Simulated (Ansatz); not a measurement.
`COCBF` + `[SiH3]S` → `COCS[SiH3]` + `BF`  (substitution at a C–B bond)

Program: Ansatz. Geometries: PBE0-D4/def2-TZVP. ΔE: electronic, gas phase. CCSD(T)/CBS is the MP2 limit (def2-TZVPP, def2-QZVPP) plus CCSD(T) − MP2 in def2-TZVPP, frozen cores. This one scheme is used for every species. One conformer a species, not always the lowest.

`COCBF`:

Cartesian coordinates in Å:
```
C 1.338 0.547 -0.590
O 0.048 1.060 -0.410
C -0.678 0.337 0.559
B -1.190 -1.072 0.100
F -1.873 -1.801 0.969
H 1.931 0.621 0.334
H 1.322 -0.506 -0.905
H 1.822 1.137 -1.369
H -0.116 0.262 1.508
H -1.566 0.938 0.805
H -1.038 -1.523 -1.001
```

`[SiH3]S`:

Z-matrix (Å, degrees):
```
Si
S 1 2.137
H 1 1.485 2 111.6
H 1 1.485 2 111.6 3 -122.0
H 1 1.482 2 104.8 3 119.0
H 2 1.344 1 94.7 3 60.9
```

`COCS[SiH3]`:

Z-matrix (Å, degrees):
```
C
O 1 1.409
H 1 1.089 2 106.9
H 1 1.098 2 110.9 3 -119.1
H 1 1.095 2 111.2 3 119.6
C 2 1.384 1 114.1 3 177.8
S 6 1.840 2 115.1 1 68.8
H 6 1.097 2 112.1 1 -50.6
H 6 1.090 2 106.9 1 -170.7
Si 7 2.133 6 97.9 2 55.6
H 10 1.484 7 105.8 6 166.1
H 10 1.485 7 112.7 6 -74.8
H 10 1.487 7 109.7 6 46.9
```

`BF`:

```xyz
4

B    -0.042   -0.014    0.023
F     1.069    0.359   -0.578
H    -0.314   -1.180    0.021
H    -0.713    0.836    0.535
```

| species | SCS-MP2/def2-QZVPP energy (Eh) |
| --- | --- |
| `COCBF` | -279.37576 |
| `[SiH3]S` | -689.21098 |
| `COCS[SiH3]` | -842.80121 |
| `BF` | -125.77464 |

Q: Work out ΔE.

A: ΔE = (-842.80121) + (-125.77464) − (-279.37576) − (-689.21098) = 0.01089 Eh = +28.6 kJ/mol. CCSD(T)/CBS gives +31.5 kJ/mol.

Largest T1 diagnostic among the species: 0.013.

The D4 term adds −10.3 kJ/mol with B3LYP and −5.8 kJ/mol with PBE0; it sums over pairs of atoms, weighted by their polarisabilities, and B3LYP, whose exchange is more repulsive, gets the larger term. In def2-TZVPP, CCSD(T) changes the Hartree–Fock value by −10.7 kJ/mol (the triples alone add −4.4 kJ/mol) and MP2 by −16.6 kJ/mol.

B3LYP here is the variant with VWN-RPA as its local correlation; programs differ in this.
